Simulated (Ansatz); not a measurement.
Relaxation of C2H8BClGe (13 atoms, charge 0, multiplicity 1), to a largest force component of 0.015 eV/Å in at most 40 steps.

These are results of Ansatz, RKS revPBE-D4/def2-SVP, not measurements.

```xyz
13
Properties=species:S:1:pos:R:3
B -1.402 -0.427 -0.736
C 0.086 -0.385 -0.339
C 0.279 -1.175 0.932
Ge 0.764 1.470 -0.105
Cl 0.507 2.529 -1.989
H -2.260 0.091 -0.020
H -1.760 -0.832 -1.782
H 0.717 -0.825 -1.167
H -0.115 -2.246 0.859
H 1.321 -1.186 1.278
H -0.328 -0.709 1.778
H -0.154 2.156 1.002
H 2.125 1.485 0.328
```

**Question.** Where does it end, and by what steps?

**Answer.** The forces met the threshold. The force dipped under the threshold on the way, but the program's further checks kept it going. After 23 steps the energy has fallen by 0.470 eV; H7 moved furthest, 0.98 Å.

| step | energy less start (eV) | largest force component (eV/Å) | accepted |
| --- | --- | --- | --- |
| 0 | 0.0000 | 3.231 | yes |
| 1 | -0.2369 | 1.091 | yes |
| 2 | -0.3574 | 0.344 | yes |
| 3 | -0.3847 | 0.430 | yes |
| 4 | -0.4116 | 0.489 | yes |
| 5 | -0.4338 | 0.299 | yes |
| 6 | -0.4410 | 0.201 | yes |
| 7 | -0.4438 | 0.141 | yes |
| 8 | -0.4448 | 0.087 | yes |
| 9 | -0.4464 | 0.121 | yes |
| 10 | -0.4504 | 0.063 | yes |
| 11 | -0.4522 | 0.226 | yes |
| 12 | -0.4551 | 0.153 | yes |
| 13 | -0.4567 | 0.117 | yes |
| 14 | -0.4597 | 0.087 | yes |
| 15 | -0.4625 | 0.160 | yes |
| 16 | -0.4649 | 0.078 | yes |
| 17 | -0.4669 | 0.039 | yes |
| 18 | -0.4676 | 0.032 | yes |
| 19 | -0.4688 | 0.052 | yes |
| 20 | -0.4694 | 0.032 | yes |
| 21 | -0.4688 | 0.100 | no |
| 22 | -0.4697 | 0.009 | yes |
| 23 | -0.4698 | 0.010 | yes |

```xyz
13
Properties=species:S:1:pos:R:3
B -1.487 -0.229 -0.590
C -0.003 -0.539 -0.313
C 0.429 -1.285 0.958
Ge 0.512 1.424 -0.181
Cl 1.149 2.082 -2.168
H -2.298 -0.238 0.322
H -1.840 0.139 -1.696
H 0.588 -0.820 -1.210
H 0.210 -2.368 0.850
H 1.514 -1.189 1.172
H -0.129 -0.931 1.849
H -0.607 2.395 0.280
H 1.738 1.505 0.767
```

The run took 69 s on 2 threads of Arm Neoverse V2, on a shared host, peak memory 0.19 GiB.
